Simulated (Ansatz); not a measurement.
Cost and result for the atomization energy of C$_{2}$H$_{8}$OSi$_{2}$, SMILES `O=CC([SiH3])[SiH3]` (13 atoms, 12 bonds).

```
atom   x (Å)   y (Å)   z (Å)
  O1  -1.745   1.191   0.963
  C2  -1.593   0.096   0.485
  C3  -0.376  -0.326  -0.260
 Si4   0.386   1.122  -1.211
 Si5   0.885  -1.034   0.964
  H6  -2.381  -0.679   0.598
  H7  -0.617  -1.153  -0.938
  H8   1.144   2.016  -0.303
  H9  -0.677   1.884  -1.911
 H10   1.327   0.551  -2.211
 H11   1.255   0.005   1.955
 H12   2.086  -1.463   0.202
 H13   0.306  -2.210   1.666
```

The species carries charge 0 and has multiplicity 1. All single points use the PBE0-D4/def2-TZVP geometry. It is one conformer, not always the lowest. Program: Ansatz. All runs use 4 threads of an Arm Neoverse V2 on a shared host. Times are those of one run each, without the atoms' runs, and a repeat can differ threefold. Electronic energies, without spin–orbit coupling; frozen cores. CCSD(T)/CBS adds CCSD(T) − MP2 in def2-TZVPP to the MP2 limit, and its time is that of the two runs behind it. T1 = 0.014.

CCSD(T)/CBS is a level of theory with its own doubt, some kJ/mol a heavy atom from the limit and from the frozen cores, so smaller differences don't rank the functionals.

```csv
level,functions,wall time,atomization (kcal/mol),difference from CCSD(T)/CBS,per bond
revPBE-D4/def2-TZVPP,289,2.3 s,1088.1,-10.9,-0.9
PBE-D4/def2-TZVPP (with forces),289,2.8 s,1109.0,10.0,0.8
PBE0-D4/def2-TZVPP,289,3.8 s,1094.2,-4.8,-0.4
BHLYP-D4/def2-TZVPP,289,3.9 s,1072.7,-26.3,-2.2
r2SCANh-D4/def2-TZVPP,289,6.5 s,1094.2,-4.8,-0.4
CCSD(T)/def2-SVP,118,6.5 s,1040.4,-58.6,-4.9
B2PLYP/def2-TZVPP,289,7 s,1085.2,-13.8,-1.1
PBE-QIDH/def2-TZVPP,289,7.5 s,1088.5,-10.5,-0.9
ωB97X-V/def2-TZVPP,289,9.5 s,1104.8,5.8,0.5
B97M-V/def2-TZVPP,289,12 s,1101.4,2.4,0.2
MP2/def2-QZVPP,551,30 s,1097.7,-1.3,-0.1
CCSD(T)/def2-TZVPP,289,3.9 min,1071.9,-27.1,-2.3
CCSD(T)/CBS(def2),–,4.4 min,1099.0,0.0,0.0
```

Leaving LDA and LC-ωPBE aside and taking each functional with its dispersion term where it has one, the values spread over 36.3 kcal/mol, from BHLYP-D4 to PBE-D4. LDA lies +138.5 kcal/mol from PBE without D4, its usual overbinding. From BLYP to BHLYP (50 % exact exchange), in def2-TZVPP and without D4, the atomization energy moves by −14.4 kcal/mol: exact exchange takes away binding that semilocal exchange gives to molecules. At CCSD(T), def2-SVP lies −58.5 kcal/mol from the extrapolated value and def2-TZVPP −27.1 kcal/mol: correlation converges slowly with the basis, and small sets miss more of it in the bonded molecule than in its fragments.
